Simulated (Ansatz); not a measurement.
A structure relaxed at PBE0-D4/def2-TZVP, charge 0, multiplicity 1:

```xyz
11

C    -0.1198    0.1027    2.1853
C    -0.1624    0.3190    0.8764
F    -0.6285    1.4864    0.4017
N     0.2083   -0.4869   -0.1636
Si    0.0966   -0.0765   -1.8518
H    -0.4598    0.8660    2.8676
H     0.2532   -0.8329    2.5749
H     0.5699   -1.3841    0.1129
H     0.9261    1.1055   -2.1913
H    -1.3035    0.1813   -2.2686
H     0.6197   -1.2805   -2.5434
```

Problem. Give its formula and SMILES.

Solution. C2H6FNSi, `C=C(F)N[SiH3]`.

Problem. Point group (tolerance 0.08 Å, 0.16 Å for H)?

Solution. Cs.

Problem. Summarise the bond lengths by kind.

Solution. 1 × C–C 1.327 Å; 2 × C–H 1.079 to 1.080 Å; 1 × C–F 1.344 Å; 1 × C–N 1.367 Å; 1 × N–Si 1.741 Å; 1 × H–N 1.006 Å; 3 × H–Si 1.483 to 1.484 Å.

All numbers were calculated with Ansatz.
